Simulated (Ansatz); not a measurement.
CH$_{5}$ClN$_{2}$W (`[CH3][W](=[NH])(=[NH])[Cl]`) from Hartree–Fock to CCSD(T)

```xyz
10

C    -1.176    0.947    0.093
W     0.578   -0.205    0.319
N    -0.015   -1.844    0.310
N     1.487    0.162   -1.122
Cl    1.727    0.305    2.237
H    -1.727    0.710   -0.818
H    -1.829    0.761    0.952
H    -0.897    2.005    0.063
H    -0.095   -2.785   -0.043
H     1.948   -0.057   -1.992
```

The species carries charge 0 and has multiplicity 1. Correlated methods include outer-core shells of W, which these sets cover unevenly. W takes the def2 core potential. The geometry is a stationary point of PBE0-D4/def2-TZVP. It is one conformer, not always the lowest. Frozen core, restricted reference, the Gaussian-basis code of Ansatz.

```json
{"basis": "def2-SVP", "HF (Eh)": "-675.35066", "MP2 corr.": "-1.01358", "CCSD corr.": "-0.99356", "(T)": "-0.04821", "CCSD(T) total": "-676.39243"}
{"basis": "def2-TZVPP", "HF (Eh)": "-675.71890", "MP2 corr.": "-1.31279", "CCSD corr.": "-1.28313", "(T)": "-0.07435", "CCSD(T) total": "-677.07638"}
{"basis": "def2-QZVPP", "HF (Eh)": "-675.74004", "MP2 corr.": "-1.43015", "CCSD corr.": "–", "(T)": "–", "CCSD(T) total": "–"}
```
